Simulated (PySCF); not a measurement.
Job file and geometry (Å, from GFN2-xTB) of an NMR shielding run on SMILES C/C=C1/[SiH2][C@@H](B(C)C)[C@H]1F, C₇H₁₄BFSi, GIAO PBE0/pcSseg-1 NMR shielding, non-relativistic, gas phase (PySCF 2.14.0, density-fitted response routines); density fitting, a coarse starting grid and PySCF grid level 2 are the driver's defaults:

```
$ OMP_NUM_THREADS=1 python probes_run.py task.json out

{"job": {"kind": "nmr", "xc": "PBE0", "basis": "pcSseg-1"}, "charge": 0, "multiplicity": 1}
C     -3.492179     0.730089     0.142367
C     -2.597467    -0.097264    -0.717754
C     -1.416514    -0.592956    -0.372215
Si    -0.023284    -1.544628    -1.211042
C      0.747114    -0.893732     0.448167
B      1.830880     0.158908     0.070645
C      3.339311    -0.310331    -0.014517
C      1.454128     1.646105    -0.293966
C     -0.649302    -0.446517     0.923829
F     -0.689614     0.815679     1.488355
H     -3.066985     0.883109     1.128838
H     -4.462511     0.242743     0.240680
H     -3.657906     1.702003    -0.322205
H     -2.969988    -0.297194    -1.716128
H      0.487236    -1.038857    -2.483448
H     -0.176728    -3.001480    -1.252050
H      1.141997    -1.691694     1.076732
H      3.472605    -1.387938     0.060862
H      3.820692     0.021637    -0.932820
H      3.906497     0.140769     0.799911
H      2.223814     2.164804    -0.861943
H      0.519291     1.712174    -0.848964
H      1.293877     2.217335     0.620369
H     -1.046697    -1.112999     1.700785
```

Problem. Write the output of this run.

Solution. 
```
coarse grid: 20080 points
cycle   1  E = -688.5089381471  dE =  1.058e+00  |g| = 7.130e-01  |ddm| = 4.366e+00
cycle   2  E = -688.4601920957  dE =  4.875e-02  |g| = 8.802e-01  |ddm| = 1.509e+00
cycle   3  E = -688.6271646169  dE = -1.670e-01  |g| = 7.927e-02  |ddm| = 9.325e-01
cycle   4  E = -688.6280343602  dE = -8.697e-04  |g| = 3.675e-02  |ddm| = 9.774e-02
cycle   5  E = -688.6282814204  dE = -2.471e-04  |g| = 6.514e-03  |ddm| = 3.798e-02
cycle   6  E = -688.6282900148  dE = -8.594e-06  |g| = 2.379e-03  |ddm| = 9.684e-03
final grid: 188408 points
cycle   7  E = -688.6905915328  dE = -4.916e-05  |g| = 1.137e-02  |ddm| = 3.699e-02
cycle   8  E = -688.6905679970  dE =  2.354e-05  |g| = 1.532e-02  |ddm| = 2.644e-02
cycle   9  E = -688.6906239428  dE = -5.595e-05  |g| = 2.044e-03  |ddm| = 1.576e-02
cycle  10  E = -688.6906248114  dE = -8.687e-07  |g| = 4.197e-04  |ddm| = 1.998e-03
cycle  11  E = -688.6906248509  dE = -3.953e-08  |g| = 1.613e-04  |ddm| = 4.650e-04
cycle  12  E = -688.6906248563  dE = -5.399e-09  |g| = 3.523e-05  |ddm| = 1.514e-04
cycle  13  E = -688.6906248566  dE = -2.572e-10  |g| = 8.573e-06  |ddm| = 5.623e-05
converged SCF energy = -688.6906248566

GIAO shielding tensors (ppm)
atom      isotropic    diamagn.    paramagn.     s11        s22        s33       span
  0 C      166.039     248.555     -82.516    147.936    168.032    182.150     34.214
  1 C       31.451     253.812    -222.361    -87.648     28.956    153.043    240.691
  2 C       42.616     267.686    -225.070    -46.055     43.953    129.949    176.004
  3 Si     413.871     882.991    -469.119    367.930    422.316    451.367     83.436
  4 C      141.129     260.203    -119.074    111.939    146.919    164.529     52.591
  5 B       21.392     186.902    -165.510    -33.435    -23.717    121.326    154.761
  6 C      172.018     252.130     -80.112    156.259    170.455    189.341     33.083
  7 C      173.648     253.717     -80.069    158.589    177.017    185.338     26.748
  8 C       90.928     242.074    -151.146     55.249     82.960    134.575     79.326
  9 F      341.103     478.334    -137.231    283.993    359.037    380.279     96.286
 10 H       28.954      31.308      -2.354     23.986     30.601     32.275      8.289
 11 H       29.973      26.409       3.564     26.257     27.250     36.412     10.155
 12 H       29.736      28.453       1.283     26.330     27.466     35.412      9.082
 13 H       25.320      31.826      -6.506     23.056     23.716     29.188      6.132
 14 H       27.353      31.032      -3.679     24.508     25.671     31.879      7.372
 15 H       27.092      30.366      -3.273     24.326     24.614     32.337      8.010
 16 H       28.483      34.068      -5.584     24.956     28.079     32.416      7.460
 17 H       31.059      30.928       0.132     27.004     30.734     35.441      8.437
 18 H       30.840      29.718       1.121     27.355     29.066     36.098      8.743
 19 H       30.819      28.757       2.062     27.379     28.656     36.421      9.041
 20 H       30.881      31.089      -0.208     26.833     29.342     36.468      9.634
 21 H       30.471      34.526      -4.055     25.744     31.101     34.568      8.824
 22 H       30.708      31.736      -1.028     25.622     30.691     35.811     10.188
 23 H       25.748      31.922      -6.174     22.556     26.423     28.265      5.709
```

Size and cost of the density-fitted run: 247 basis functions, 110 s wall time on 1 thread of an Arm Neoverse N1, shared host; peak memory 1.1 GiB.
